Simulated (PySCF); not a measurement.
Ti(OH)4 (H4O4Ti), SMILES [OH][Ti]([OH])([OH])[OH], multiplicity 1. Coordinates come from a PBE0-D3(BJ)/def2-SVP optimisation. The spin state was assumed, not searched. The isomer is the one that the SMILES or the coordinates give; other isomers of the formula were not compared. Other conformers were not sampled.

These are PBE0-D3(BJ)/def2-SVP run with PySCF values and carry that method's errors.

Harmonic wavenumbers (cm⁻¹): 159, 172, 172, 182, 225, 231, 261, 261, 309, 464, 464, 477, 486, 737, 791, 812, 812, 3941, 3941, 3941, 3950. Rotational constants (GHz): 3.334, 3.334, 3.232; symmetry number 2.

Q: Work out the zero-point energy and the ideal-gas rigid-rotor harmonic-oscillator thermochemistry at 298.15 K and 1 atm.

A: ZPE = ½ Σ hcν = ½ × 22788 cm⁻¹ = 136.31 kJ/mol. H − E(el) = 162.31 kJ/mol. Entropy in J/(mol K): translation 168.02, rotation 105.51, vibration 91.89, total 365.42. G − E(el) = 53.36 kJ/mol. Cp = 134.43 J/(mol K).
